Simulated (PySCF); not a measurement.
# Two-component Hartree-Fock for Zn¹⁴⁺ (zinc, charge +14)

Start: [Ne] 3s2 3p4; 3p1/2 filled at m_j = -1/2, +1/2; 3p3/2 filled at m_j = +1/2, +3/2. Calculated with PySCF 2.14 in an even-tempered Gaussian basis (19 s from 1.2 bohr⁻², ratio 2.4; 13 p from 1.5 bohr⁻², ratio 2.4; 5 d from 7.6 bohr⁻², ratio 2.6; 4 f from 11 bohr⁻², ratio 2.6): generalised Hartree-Fock with the X2C-1e Hamiltonian and a Gaussian nucleus; one run each with spin-orbit coupling (SO) switched off, then screened by Boettger's factors.

```
spinor shell  electrons  ε, spin-free (eV)  ε, screened SO (eV)  weight of nominal j (screened SO)  rms radius, screened SO (bohr)
       1s1/2          2           -10205.9             -10205.5                              1.000                          0.0580
       2s1/2          2            -1705.1              -1704.9                              1.000                           0.242
       2p1/2          2            -1537.0              -1554.7                              0.996                           0.214
       3s1/2          2            -546.11              -546.02                              1.000                           0.631
       3p1/2          2            -495.21              -498.69                              0.704                           0.629
       3p3/2          2            -495.21              -492.55                              0.753                           0.632
```

Q: Where does 2p3/2 lie, and what is the 2p spin-orbit splitting (screened SO)?

A: At -1528.1 eV, 26.573 eV above 2p1/2.

```csv
quantity,spin-free,screened SO
E (hartree),-1702.17545,-1702.30863
M_J,2,2
⟨J²⟩,6.002,6.005
⟨L²⟩,2.002,2.351
⟨S²⟩,2.001,1.828
```

Each row is a mean over spinors that exchange with the open shell spreads, by up to 16.814 eV (3s1/2).

Rows whose weight is well below 1 are mixtures of j = l ± 1/2: exchange outweighs spin-orbit coupling there, and the label is only the starting occupation.

Without spin-orbit coupling the j labels of p, d and f shells carry no meaning; the spin-free column gives the mean over the occupied spinors of each nl shell.
